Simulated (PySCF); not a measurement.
Species: C5H7BO2.
Numbering: `[CH2:1]=[CH:2][B@@H-:3]1[O:4][CH:5]=[CH:6][CH:7]=[O+:8]1`

Geometry (PBE0-D3(BJ)/def2-SVP, Å), atoms numbered from 1 in this order:
```
atom  x, y, z in Å
C1     2.125   -0.161    0.794
C2     1.617    0.442   -0.286
B3     0.399   -0.069   -1.169
O4    -0.694    1.032   -1.177
C5    -1.572    1.066   -0.264
C6    -1.788    0.029    0.641
C7    -1.131   -1.169    0.373
O8    -0.238   -1.302   -0.518
H9     2.983    0.237    1.347
H10    1.716   -1.108    1.166
H11    2.098    1.376   -0.614
H12    0.648   -0.335   -2.327
H13   -2.212    1.962   -0.257
H14   -2.565    0.091    1.401
H15   -1.411   -2.094    0.900
```

NICS is the negative of the GIAO shielding at a point without a nucleus: at the ring centre (0) and 1 Å above and below it (1); zz is the component along the ring normal. Level: GIAO PBE0/pcSseg-1 (PySCF, non-relativistic, gas phase) on the PBE0-D3(BJ)/def2-SVP geometry, one conformer.

Ring bond lengths (Å), with Mayer bond orders in brackets: B3–O4 1.551 (0.63), O4–C5 1.267 (1.43), C5–C6 1.394 (1.38), C6–C7 1.393 (1.39), C7–O8 1.269 (1.40), O8–B3 1.532 (0.67).

**Question.** Give the NICS values of each ring in ppm.

**Answer.** 
```
             ring                                                             type  NICS(0)  NICS(1), two faces  NICS(1)zz, two faces  rms pucker (Å)  centre to ring atoms, mean (Å)
B3–O4–C5–C6–C7–O8  6-membered ring with B and 2 O; formal bonds 2 double, 4 single      3.9          -0.1 / 0.6             4.8 / 6.2            0.13                            1.39
```

**Question.** What can be read from them?

**Answer.** 
- B3–O4–C5–C6–C7–O8: mean NICS(1)zz 5.5 ppm, deshielded. B3 has four or more neighbours, so the value isn't read as a sign of a π ring current.

**Question.** How shielded are the nuclei of the rings and their hydrogens (means over atoms taken as equivalent)?

**Answer.** 
```
atoms                    environment  σ isotropic (ppm)  principal values of the symmetric part, first atom (ppm)
   B3          four-coordinate boron               98.0                                         84.8, 99.6, 109.8
   O4             boron-bound oxygen               36.1                                      -212.9, -36.0, 357.0
   C5  vinylic carbon bearing oxygen               -1.4                                      -105.6, -12.9, 114.2
   C6               alkene CH carbon               77.8                                       -33.1, 112.1, 154.5
   C7    carbon bonded to C, O and H               -2.4                                      -107.3, -13.8, 114.0
   O8       oxygen bonded to B and C               49.2                                      -204.1, -13.3, 365.0
  H12                   B–H hydrogen              26.96                                          25.5, 26.7, 28.7
  H13               vinylic hydrogen              23.61                                          21.3, 24.3, 25.2
  H14               vinylic hydrogen              25.83                                          24.3, 26.3, 26.9
  H15             hydrogen on carbon              23.38                                          21.5, 23.8, 24.8
```

**Question.** How do the values depend on the level or the medium?

**Answer.** 
| level | NICS(0), B3–O4–C5–C6–C7–O8 | mean NICS(1)zz, B3–O4–C5–C6–C7–O8 |
| --- | --- | --- |
| PBE0/pcSseg-1, gas | 3.9 | 5.5 |
| PBE0/pcSseg-1, IEF-PCM benzene | 3.7 | 5.0 |
| PBE0/pcSseg-1, IEF-PCM tetrahydrofuran | 3.5 | 4.6 |

The geometry is the same throughout; the continuum's cavity takes Bondi-type radii × 1.2.

Time: 63 s wall; peak memory 0.80 GiB. Hardware: one thread, Intel Xeon at 2.50 GHz (x86_64), shared host with 64 logical CPUs at a one-minute load of 57. This is the whole shielding run at PBE0/pcSseg-1, SCF included.
